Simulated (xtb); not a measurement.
Pt(Cl)2(CO)2 (C2Cl2O2Pt), SMILES [Cl][Pt](<-[C-]#[O+])([Cl])<-[C-]#[O+], multiplicity 1. All values are semi-empirical tight-binding results from xtb (GFN2-xTB unless named), good for trends rather than for accurate numbers. Geometry: GFN2-xTB. The multiplicity is an assumed one; other spin states were not compared. The isomer is the one that the SMILES or the coordinates give; other isomers of the formula were not compared.

For metal compounds this method's bond lengths and energies can be far off.

Computed properties:
The point group as xtb finds it comes out as D2h, the orbital gap is 1.66 eV and the zero-point energy is 11.1 kcal/mol. The G − E(el) at 298.15 K (modified RRHO) is -12.3 kcal/mol.
